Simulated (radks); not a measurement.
Q: Species: the thallium ion Tl2+. Configuration: [Xe] 4f14 5d8 6s1 6d2 (not the ground configuration). Method: scalar-relativistic Kohn-Sham, LDA (Slater exchange, Perdew-Wang correlation), spin-unpolarised, spherical densities, finite nucleus; Fermi nuclear charge, rms radius 5.4759 fm; computed with a radial shooting solver on a logarithmic mesh with Libxc functionals. Some entries of the table are withheld. Estimate them.

orbital,occ.,eigenvalue (eV),<r^2> (bohr^2),r(max) (bohr)
1s,2,(1),0.0003694,0.01004
2s,2,-15264.35,0.005613,0.05819
2p,6,-13144.64,0.004757,0.04834
3s,2,-3670.490,0.03614,0.1641
3p,6,-3060.082,0.03731,0.1639
3d,10,-2425.055,0.03089,(2)
4s,2,-846.1568,0.1734,0.3691
4p,6,-645.8862,(3),0.3891
4d,10,-410.6393,0.2235,0.3955
5s,2,-166.0970,0.8516,0.8059
4f,14,-150.0849,(4),0.3573
5p,6,-110.5670,1.114,0.9001
5d,8,-47.6777,1.902,1.091
6s,1,-34.6467,(5),1.882
6p,0,-23.0288,7.387,2.284
7s,0,-12.0973,22.42,4.277
6d,2,-11.4705,(6),3.412
5f,0,-7.6426,17.34,3.207
7d,0,-5.0015,65.95,7.491

A: 
(1) 1s eigenvalue (eV): -85549.14
(2) 3d r(max) (bohr): 0.1334
(3) 4p <r^2> (bohr^2): 0.1984
(4) 4f <r^2> (bohr^2): 0.2620
(5) 6s <r^2> (bohr^2): 4.860
(6) 6d <r^2> (bohr^2): 16.45
